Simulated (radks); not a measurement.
Question: Valence configurations of Mo2+ (all share [Kr]). Calculated with a radial shooting solver on a logarithmic mesh with Libxc functionals: scalar-relativistic Kohn-Sham, PBEsol, spin-unpolarised, spherical densities, point nucleus. Order these by energy: 4d1 5s2 5p1; 4d3.5 5s0.5; 4d3 5p1; 4d2.5 5p1.5; 4d2 5s2; 4d1.5 5s1 5p1.5; 4d3 5s1; 4d2 5s1 5p1; 4d4; 4d3.5 5p0.5.

Answer: From the lowest, in eV above it: 4d4 0.000; 4d3.5 5s0.5 1.765; 4d3 5s1 3.872; 4d3.5 5p0.5 4.382; 4d2 5s2 9.198; 4d3 5p1 9.281; 4d2.5 5p1.5 14.728; 4d2 5s1 5p1 14.959; 4d1.5 5s1 5p1.5 21.399; 4d1 5s2 5p1 22.296. NIST lists [Kr] 4d4 as the ground configuration; this level of theory agrees among the configurations tried. The energies are those of spherical spin-averaged densities, not of single terms.
